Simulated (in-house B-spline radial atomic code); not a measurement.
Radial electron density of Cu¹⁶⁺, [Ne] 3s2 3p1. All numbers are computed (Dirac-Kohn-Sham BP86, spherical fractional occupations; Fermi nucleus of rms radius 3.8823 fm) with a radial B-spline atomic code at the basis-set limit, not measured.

Columns: r (bohr), 4πr²n(r) (electrons per bohr), bar.

```
 0.00192    0.804 #
 0.00228    1.102 #
  0.0027    1.496 ##
  0.0032    2.026 ##
 0.00379    2.725 ###
  0.0045    3.658 ####
 0.00534    4.867 #####
 0.00633    6.408 #######
 0.00751    8.358 #########
  0.0089    10.75 ############
  0.0106     13.7 ###############
  0.0125    16.95 ###################
  0.0148    20.64 #######################
  0.0176    24.65 ############################
  0.0209    28.55 ################################
  0.0248    31.94 ####################################
  0.0294    34.37 #######################################
  0.0348    35.43 ########################################
  0.0413    34.93 #######################################
   0.049    32.98 #####################################
  0.0581    30.27 ##################################
  0.0689    27.92 ################################
  0.0817    27.15 ###############################
  0.0969    28.78 ################################
   0.115    32.53 #####################################
   0.136    36.69 #########################################
   0.162    38.98 ############################################
   0.192    37.06 ##########################################
   0.227    30.85 ###################################
   0.269    22.08 #########################
    0.32    13.91 ################
   0.379    9.173 ##########
   0.449    7.622 #########
   0.533    7.246 ########
   0.632     6.09 #######
    0.75    3.918 ####
   0.889    1.823 ##
    1.05   0.6017 #
    1.25   0.1222 
    1.48  0.01612 
    1.76 0.001131 
    2.09 4.141e-05
```

On this grid the curve has 2 maxima, near 0.0348, 0.162 bohr.

The 3p1/2 radial function P(r) = rR(r), positive near the nucleus, with its small component Q(r) (sign convention: Q ≈ (P' + κP/r)/2c):

```csv
r (bohr),P,Q
0.00162,0.001722,0.006671
0.00228,0.002946,0.009196
0.0032,0.005131,0.01258
0.0045,0.009117,0.01711
0.00633,0.01639,0.02304
0.0089,0.02958,0.03056
0.0125,0.05311,0.03967
0.0176,0.09459,0.05009
0.0248,0.1648,0.06062
0.0348,0.2747,0.06885
0.049,0.4349,0.07139
0.0689,0.631,0.06391
0.0969,0.8038,0.04365
0.136,0.8228,0.01289
0.192,0.5099,-0.01917
0.269,-0.1878,-0.03638
0.379,-1.038,-0.0307
0.533,-1.457,-0.01064
0.75,-1.108,0.003775
1.05,-0.4464,0.004326
1.48,-0.07719,0.001061
2.09,-0.004231,6.956e-05
```
